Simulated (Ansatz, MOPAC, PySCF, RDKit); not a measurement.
Noncovalent pair: H2S (SMILES S) (first 3 atoms) with GeH4 (SMILES [GeH4]); geometry from B3LYP-D3(BJ)/def2-TZVP, rigid monomers moved along the line of their centres of mass till S1···Ge4 is 5.40 Å.
(charge 0, multiplicity 1):
```xyz
8

S      0.1562    -0.3755    -0.3138
H      0.2778    -1.6336     0.1384
H     -1.1720    -0.3716    -0.1193
Ge    -0.0622     0.4297     5.0240
H     -0.1900     0.5802     6.5504
H     -1.0692    -0.6270     4.5445
H      1.3623    -0.0215     4.6763
H     -0.3672     1.7751     4.3533
```

Interaction energies are E(AB) − E(A) − E(B) at the monomers' geometry in the complex; basis-set methods are counterpoise corrected. Rows marked so take none. RDKit's UFF carries no charges.

Cores are frozen in the correlated methods. Filled d and f shells under p-block atoms count as core. CBS(a, b) extrapolates the correlation energy as X⁻³ and adds the Hartree–Fock energy of set b. Rows in 6-31G*, LANL2DZ carry no dispersion term and start afresh at each structure (6-31G* with six Cartesian d functions); the Pople sets are all-electron and without relativity. LANL2DZ brings its own core potentials from Na on. The state that PM6 reach isn't checked.

Programs: Ansatz (a quantum-chemistry and plane-wave program) with Gaussian orbitals; MOPAC for PM6 (differences of heats of formation); PySCF for 6-31G* rows, LANL2DZ rows, the dispersion terms; RDKit for the force fields. Each number belongs to the level named beside it.

| level | interaction energy (kJ/mol) |
|---|---|
| UFF | -1.0 |
| PM6 | -0.4 |
| r2SCAN-D4/def2-TZVPPD | -1.2 |
| B3LYP/LANL2DZ (no counterpoise) | -0.5 |
| B3LYP/def2-TZVPPD | ? |
| M06-2X/6-31G* (no counterpoise) | -1.4 |
| MP2/def2-TZVPPD | -1.2 |
| CCSD/def2-TZVPPD | -1.1 |
| CCSD(T)/CBS(def2-SVPD, def2-TZVPPD) | -1.2 |

Question: Some entries are withheld; supply them.

Answer: 
- B3LYP/def2-TZVPPD, interaction energy (kJ/mol): 0.1
